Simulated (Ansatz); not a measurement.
Program: Ansatz. Geometries: PBE0-D4/def2-TZVP. ΔE: electronic, gas phase. CCSD(T)/CBS is the MP2 limit (def2-TZVPP, def2-QZVPP) plus CCSD(T) − MP2 in def2-TZVPP, frozen cores. Functionals use def2-TZVPP. For Ge outer-core shells are correlated without core-valence functions, which leaves a few kJ/mol of doubt a bond. Scalar relativity is left out up to krypton. One conformer a species, not always the lowest.

Consider the redistribution: `N[SiH2][O][GeH3]` + `C=N[SiH](N)O` → `C=[N][GeH3]` + `N[SiH2]O[SiH](N)O`.

```json
{"species": "`N[SiH2][O][GeH3]`", "r2SCAN-D4 energy (Eh)": "-2500.73700"}
{"species": "`C=N[SiH](N)O`", "r2SCAN-D4 energy (Eh)": "-515.98074"}
{"species": "`C=[N][GeH3]`", "r2SCAN-D4 energy (Eh)": "-2172.80401"}
{"species": "`N[SiH2]O[SiH](N)O`", "r2SCAN-D4 energy (Eh)": "-843.93315"}
```

(1) Work out ΔE.

Largest T1 diagnostic among the species: 0.013.

Results:

(1) ΔE = (-2172.80401) + (-843.93315) − (-2500.73700) − (-515.98074) = -0.01942 Eh = -51.0 kJ/mol. CCSD(T)/CBS gives -50.4 kJ/mol.

The D4 term adds −7.1 kJ/mol with B3LYP and −3.9 kJ/mol with PBE0; it sums over pairs of atoms, weighted by their polarisabilities, and B3LYP, whose exchange is more repulsive, gets the larger term. In def2-TZVPP, CCSD(T) changes the Hartree–Fock value by −14.5 kJ/mol (the triples alone add −2.0 kJ/mol) and MP2 by −14.3 kJ/mol.

B3LYP here is the variant with VWN-RPA as its local correlation; programs differ in this.
